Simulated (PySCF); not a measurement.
## `Br[C@@H]1C=CC=CC1`, C₆H₇Br

Molfile (atoms numbered from 1):
```
C6H7Br
     RDKit          3D

 14 14  0  0  0  0  0  0  0  0999 V2000
   -1.9003    0.0425    1.8368 Br  0  0  0  0  0  0  0  0  0  0  0  0
   -1.1102   -0.6119    0.0858 C   0  0  2  0  0  0  0  0  0  0  0  0
    0.1223   -1.3633    0.4155 C   0  0  0  0  0  0  0  0  0  0  0  0
    1.3025   -0.7378    0.4661 C   0  0  0  0  0  0  0  0  0  0  0  0
    1.4068    0.6722    0.1603 C   0  0  0  0  0  0  0  0  0  0  0  0
    0.3928    1.3155   -0.4198 C   0  0  0  0  0  0  0  0  0  0  0  0
   -0.8536    0.5841   -0.8110 C   0  0  0  0  0  0  0  0  0  0  0  0
   -1.9015   -1.2494   -0.3076 H   0  0  0  0  0  0  0  0  0  0  0  0
    0.0129   -2.3984    0.7028 H   0  0  0  0  0  0  0  0  0  0  0  0
    2.1985   -1.2681    0.7504 H   0  0  0  0  0  0  0  0  0  0  0  0
    2.3232    1.1808    0.4170 H   0  0  0  0  0  0  0  0  0  0  0  0
    0.4505    2.3638   -0.6688 H   0  0  0  0  0  0  0  0  0  0  0  0
   -0.7308    0.2137   -1.8384 H   0  0  0  0  0  0  0  0  0  0  0  0
   -1.7138    1.2559   -0.8112 H   0  0  0  0  0  0  0  0  0  0  0  0
  1  2  1  0
  2  3  1  0
  3  4  2  0
  4  5  1  0
  5  6  2  0
  6  7  1  0
  7  2  1  0
  2  8  1  6
  3  9  1  0
  4 10  1  0
  5 11  1  0
  6 12  1  0
  7 13  1  0
  7 14  1  0
M  END
```

Computed, not measured: GIAO PBE/pcSseg-1 magnetisability, rotational g tensor and spin-rotation constants, non-relativistic, gas phase (PySCF). Geometry: GFN2-xTB.

The calculation is non-relativistic, which matters for the atoms heavier than Zn.

**Question.** What are the magnetisability and the molar susceptibility?

**Answer.** Isotropic -1274 × 10⁻³⁰ J/T², or -76.7 × 10⁻⁶ cm³/mol; principal values -1579, -1163, -1080 × 10⁻³⁰ J/T², anisotropy 464 × 10⁻³⁰ J/T² (root of half the summed squared differences of the principal values). The susceptibility is in cgs units.

**Question.** Split it along the inertial axes a, b, c into diamagnetic and paramagnetic parts about the centre of mass, with the quadrupole moment.

**Answer.** 
| axis | χ (10⁻⁶ cm³/mol) | diamagnetic (10⁻⁶ cm³/mol) | paramagnetic (10⁻⁶ cm³/mol) | summed x² of all electrons (Å²) | quadrupole Θ (D Å) |
| --- | --- | --- | --- | --- | --- |
| a | -86.5 | -473.1 | 386.6 | 190.2 | -3.62 |
| b | -68.1 | -996.8 | 928.6 | 66.7 | +2.80 |
| c | -75.5 | -1090.0 | 1014.5 | 44.8 | +0.82 |

Anisotropies 2χaa − χbb − χcc = -29.4 and 2χbb − χaa − χcc = +25.8 × 10⁻⁶ cm³/mol. Θ is traceless in Buckingham's convention.

**Question.** And the rotational g tensor?

**Answer.** 
```tsv
axis	rotational constant (GHz)	g	nuclear part	electronic part
a	3.4306	-0.0083	0.6147	-0.6230
b	1.2415	-0.0159	0.5257	-0.5416
c	1.1373	-0.0100	0.5320	-0.5420
```
Asymmetric top; isotopes 79Br, 12C, 1H; no vibrational averaging.
